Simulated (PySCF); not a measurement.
**Electron correlation in Ce⁴⁺ (cerium, charge +4)**

Starting occupation: [Xe]. All numbers are calculated (PySCF 2.14, X2C-1e with screened-nucleus spin-orbit coupling, Gaussian nucleus, in x2c-TZVPPall-2c with one added diffuse shell each of s, p, d, f type (12s12p11d5f2g, 156 functions)). Frozen: [Ar] 3d10; 26 electrons correlated; the 18 highest virtual spinors left out.

MP2 pair energies summed by pair of shells (mhartree):

| pair | energy | share (%) |
| --- | --- | --- |
| 4d3/2-4d5/2 | -167.01 | 17.5 |
| 4d5/2-4d5/2 | -123.34 | 12.9 |
| 4d5/2-5p3/2 | -72.59 | 7.6 |
| 5p3/2-5p3/2 | -58.71 | 6.1 |
| 5p1/2-5p3/2 | -55.04 | 5.8 |
| 4d3/2-4d3/2 | -54.59 | 5.7 |
| 4d3/2-5p3/2 | -46.73 | 4.9 |
| 4d5/2-4p3/2 | -40.96 | 4.3 |
| 4d5/2-5p1/2 | -38.06 | 4.0 |
| 4d3/2-4p3/2 | -27.57 | 2.9 |
| 4d3/2-5p1/2 | -25.54 | 2.7 |
| 5p3/2-5s1/2 | -25.13 | 2.6 |
| 4d5/2-5s1/2 | -23.78 | 2.5 |
| 4d5/2-4p1/2 | -20.49 | 2.1 |
| 4p3/2-4p3/2 | -15.85 | 1.7 |
| 4d3/2-5s1/2 | -15.52 | 1.6 |
| 5p1/2-5p1/2 | -14.75 | 1.5 |
| 4d5/2-4s1/2 | -14.73 | 1.5 |
| 4p1/2-4p3/2 | -14.42 | 1.5 |
| 4d3/2-4p1/2 | -13.72 | 1.4 |
| 5p1/2-5s1/2 | -12.69 | 1.3 |
| 4d3/2-4s1/2 | -9.93 | 1.0 |
| 4p3/2-5p3/2 | -9.41 | 1.0 |
| 4p3/2-4s1/2 | -8.47 | 0.9 |
| 4p3/2-5s1/2 | -7.54 | 0.8 |
| 5s1/2-5s1/2 | -6.98 | 0.7 |
| 4p3/2-5p1/2 | -5.40 | 0.6 |
| 4p1/2-4p1/2 | -4.47 | 0.5 |
| 4p1/2-5p3/2 | -4.37 | 0.5 |
| 4p1/2-4s1/2 | -4.35 | 0.5 |

Total MP2 correlation energy: -955.67 mhartree.

The virtual space was cut to 100 spinors, which keep -885.38 of the -955.67 mhartree of MP2 correlation.

```json
{"level": "CCSD", "correlation energy (mhartree)": "-840.26"}
```

Diagnostics: T1 = 0.0021, largest double amplitude 0.039.

Q: Is a single reference adequate?

A: Yes: T1 lies below 0.03 and no double amplitude reaches 0.07.

The coupled-cluster values are those of the cut space; adding the MP2 remainder, -70.29 mhartree, estimates the full space.

This basis was not built for core-valence correlation, so the inner-shell part is incomplete.
